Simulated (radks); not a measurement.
The rubidium ion Rb+, 36 electrons, occupied as [Kr]. Method: scalar-relativistic Kohn-Sham, PBE, spin-polarised, spherical densities, finite nucleus; Fermi nuclear charge, rms radius 4.2036 fm; hard spherical wall at 7 bohr; computed with a radial shooting solver on a logarithmic mesh with Libxc functionals.

Unscreened Slater integrals over Kohn-Sham orbitals (hartree). They are taken over the spin-up orbitals. Empty in this configuration: 5s.

\begin{tabular}{lr}
integral & value \\ \hline
F0(4p,4p) & 0.52705 \\
F2(4p,4p) & 0.27472 \\
F0(4p,4s) & 0.56750 \\
G1(4p,4s) & 0.37716 \\
F0(4p,3d) & 0.68953 \\
F2(4p,3d) & 0.14267 \\
G1(4p,3d) & 0.046157 \\
G3(4p,3d) & 0.043165 \\
F0(4p,3p) & 0.69021 \\
F2(4p,3p) & 0.14000 \\
G0(4p,3p) & 0.034227 \\
G2(4p,3p) & 0.039971 \\
F0(4p,5s) & 0.29267 \\
G1(4p,5s) & 0.027902 \\
F0(4s,4s) & 0.61984 \\
F0(4s,3d) & 0.79278 \\
G2(4s,3d) & 0.065031 \\
F0(4s,3p) & 0.79385 \\
G1(4s,3p) & 0.055175 \\
F0(4s,5s) & 0.29845 \\
G0(4s,5s) & 0.015893 \\
F0(3d,3d) & 1.7424 \\
F2(3d,3d) & 0.84198 \\
F4(3d,3d) & 0.53137 \\
F0(3d,3p) & 1.7312 \\
F2(3d,3p) & 0.83373 \\
G1(3d,3p) & 0.99815 \\
G3(3d,3p) & 0.62361 \\
F0(3d,5s) & 0.31969 \\
G2(3d,5s) & 0.0079866 \\
F0(3p,3p) & 1.7391 \\
F2(3p,3p) & 0.87345 \\
F0(3p,5s) & 0.31983 \\
G1(3p,5s) & 0.0071512 \\
F0(5s,5s) & 0.24083 \\
\end{tabular}
